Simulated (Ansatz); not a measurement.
# Which is lower?

Two relaxed structures of BSiH3O2, closed shell (PBE0-D4/def2-TZVP; forces vanish, vibrations not checked).

A:

```
7
angstrom
O -2.0696 -0.9494 -0.7142
B -0.9255 -0.7134 -0.3888
O 0.3128 -0.4864 -0.0436
Si 1.3613 0.6881 0.4917
H 1.4110 1.7730 -0.5142
H 0.8748 1.1999 1.7929
H 2.6752 0.0283 0.6330
```

B:

```xyz
7
angstrom
O -1.8020 -0.8035 -0.5931
B -0.8014 0.0977 -0.7652
O 0.0889 0.2636 0.2353
Si 1.3078 -0.1673 1.2429
H -2.3964 -0.8411 -1.3446
H 1.0339 0.9199 2.2956
H -0.7035 0.7514 -1.7669
```

Program: Ansatz 0.2.0. Basis: def2-TZVPP. Cores are frozen in the correlated methods. B3LYP uses VWN-RPA correlation.

(1) Which structure is lower at CCSD(T), and by how much? (Judge from chemistry; the value comes from the calculation.)

T1 diagnostic: at most 0.016. The restricted Hartree–Fock reference is unstable towards an unrestricted one at one or more of these structures.

Results:

(1) Computed: A, by 1.087 eV (electronic energy, against the other). By their contacts, A is BSiH₃O₂ ([O][B][O][SiH3]) and B is BSiH₃O₂ ([OH][BH][O][SiH]).

All methods give the same order:

```
   method  E(B) − E(A) (eV)
   PBE-D4             1.037
r2SCAN-D4             1.204
  PBE0-D4             1.059
 B3LYP-D4             1.104
  wB97M-V             1.008
       HF             1.196
      MP2             1.284
     CCSD             1.071
  CCSD(T)             1.087
```

Labels in which every atom is bracketed show which atoms are joined, not bond orders.

For scale, one of the runs: CCSD(T)/def2-TZVPP, 177 basis functions, launched by `ansatz run in.yaml --threads 2 --pin off --events-out ev --progress --plain --max-ram 4352MiB`. Hardware: 2 CPU threads of an AMD EPYC 9R45, shared host. Wall time 13 s; peak host memory 1.6 GiB.
